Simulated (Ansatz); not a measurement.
Start from `C=C(N)CN` and change one atom or group to get `C=C(N)S[SiH3]`.

Ansatz, PBE0-D4/def2-TZVP geometries, multiplicity 1. Each molecule was computed in one conformer, which needn't be the lowest.

```csv
property,`C=C(N)CN`
HOMO–LUMO gap (PBE0/def2-TZVPP) / eV,6.55
size of the dipole moment (B3LYP/def2-TZVPP) / D,1.67
HOMO–LUMO gap (ωB97M-V/def2-TZVPP) / eV,10.29
zero-point energy (PBE0-D4/def2-TZVP) / kJ/mol,304.5
HOMO energy (PBE0/def2-TZVPP) / eV,-5.80
LUMO energy (ωB97M-V/def2-TZVPP) / eV,2.26
```

(1) Give the same properties after the change, and the shifts. (Estimate.)

Answers

(1) Computed: 
```csv
property,`C=C(N)S[SiH3]`,shift
HOMO–LUMO gap (PBE0/def2-TZVPP) / eV,6.46,-0.09
size of the dipole moment (B3LYP/def2-TZVPP) / D,2.02,0.35
HOMO–LUMO gap (ωB97M-V/def2-TZVPP) / eV,10.40,0.11
zero-point energy (PBE0-D4/def2-TZVP) / kJ/mol,227.7,-76.8
HOMO energy (PBE0/def2-TZVPP) / eV,-6.36,-0.56
LUMO energy (ωB97M-V/def2-TZVPP) / eV,1.89,-0.37
```

With PBE0 the HOMO falls by 0.56 eV and the LUMO falls by 0.64 eV, so the gap narrows by about 0.08 eV. PBE moves the HOMO by -0.60 eV and ωB97M-V by -0.48 eV. The zero-point energy changes by -76.8 kJ/mol with -3 modes. Dipoles are sizes alone; their direction can turn.

B3LYP here is the variant with VWN-RPA as its local correlation; programs differ in this.
